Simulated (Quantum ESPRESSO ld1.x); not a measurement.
Task: Nb, configuration [Kr] 4d3 5s2 (not the ground configuration). Calculated with ld1.x of Quantum ESPRESSO 7.5: Dirac Kohn-Sham, LDA (Slater exchange, Perdew-Zunger correlation), spin-unpolarised, spherical densities, point nucleus; open shells are shared between the two j in proportion to 2j + 1. Some entries of the table are withheld. Estimate them.

orbital  occ.  eigenvalue (eV)  <r^2> (bohr^2)  <r> (bohr)
1s1/2       2         -18775.6        0.001761     0.03613
2s1/2       2         -2628.68         0.02945      0.1579
2p1/2       2         -2414.34         0.02227      0.1347
2p3/2       4         -2318.73         0.02364      0.1392
3s1/2       2         -440.166          0.2260      0.4439
3p1/2       2         -359.424          0.2249         (1)
3p3/2       4         -343.916          0.2357         (2)
3d3/2       4         -200.777          0.2245      0.4312
3d5/2       6         -197.887          0.2280      0.4348
4s1/2       2         -60.8160           1.512       1.154
4p1/2       2              (3)           1.861       1.273
4p3/2       4              (4)           1.955       1.304
4d3/2     1.2              (5)             (6)         (7)
5s1/2       2              (8)           14.21       3.524
4d5/2     1.8              (9)            (10)        (11)

Result: 
(1) 3p1/2 <r> (bohr): 0.4392
(2) 3p3/2 <r> (bohr): 0.4498
(3) 4p1/2 eigenvalue (eV): -38.3283
(4) 4p3/2 eigenvalue (eV): -36.1644
(5) 4d3/2 eigenvalue (eV): -4.8847
(6) 4d3/2 <r^2> (bohr^2): 5.145
(7) 4d3/2 <r> (bohr): 2.035
(8) 5s1/2 eigenvalue (eV): -4.8631
(9) 4d5/2 eigenvalue (eV): -4.7082
(10) 4d5/2 <r^2> (bohr^2): 5.284
(11) 4d5/2 <r> (bohr): 2.061
